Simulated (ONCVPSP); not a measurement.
**Which change was made? (Ni, ONCV)**

```json
{
 "Element": "Ni",
 "Generator": "ONCVPSP 4.0.1",
 "Type": "optimised norm-conserving Vanderbilt (ONCV)",
 "Functional": "LDA (Perdew-Wang 92)",
 "Relativity": "scalar-relativistic",
 "Frozen core": "[Ar]",
 "Valence charge": "10",
 "Reference configuration": "3d8 4s1.75 (charge +0.25)",
 "Partial waves": "4s: rc 2.35 bohr, ncon 4, nbas 7, qcut 3.4 1/bohr, 2 projectors, debl 3.7 Ha; p scattering state at 0.19 Ha: rc 2.50 bohr, ncon 4, nbas 8, qcut 3.7 1/bohr, 3 projectors, debl 3.9 Ha; 3d: rc 1.05 bohr, ncon 4, nbas 8, qcut 12.4 1/bohr, 3 projectors, debl 0.3 Ha",
 "Local potential": "polynomial inside 0.85 bohr (lpopt 5, dvloc0 3 Ha)",
 "Core correction": "Teter function, parameters optimised by the program"
}
```

In the p channel the program set the typed energies aside and used 0.050, 3.950, 7.850 Ha. In the d channel the program set the typed energies aside and used -0.414, 0.250, 0.550 Ha.

Cutoffs, loose and tight: the cutoffs (Ha) at which the residual kinetic energy of the hardest occupied pseudo-wave falls to 1 and 0.1 mHa per electron. They do not see the model core or the augmentation charge, which bear on the density cutoff. Test errors are all-electron minus pseudo excitation energies from the reference, over the configurations 3d8 4s2; 3d8 4s1; 3d8 4s0; 3d7 4s0; variants that change the core or the reference have their own tests.

The base gives: outcome: generated, projector energies reset by the program; cutoff, loose: 72 Ha; cutoff, tight: 150 Ha; bound ghosts: s; GHOST(+) flags above zero: p, d; largest test error (meV): -94.

(1) After one change the result is: outcome: generated, projector energies reset by the program; cutoff, loose: 108 Ha; cutoff, tight: 125 Ha; bound ghosts: s; GHOST(+) flags above zero: p; largest test error (meV): -87. Which change was it?
A. fully relativistic
B. s: ncon 3, nbas 6
C. d: qcut 18.8

Results:

(1) C. The others give: fully relativistic → outcome: generated, projector energies reset by the program; cutoff, loose: 72 Ha; cutoff, tight: 150 Ha; bound ghosts: s; GHOST(+) flags above zero: p3/2, d5/2, p1/2, d3/2; largest test error (meV): -544 | s: ncon 3, nbas 6 → outcome: generated, projector energies reset by the program; cutoff, loose: 72 Ha; cutoff, tight: 150 Ha; bound ghosts: s; GHOST(+) flags above zero: p, d; largest test error (meV): -128.
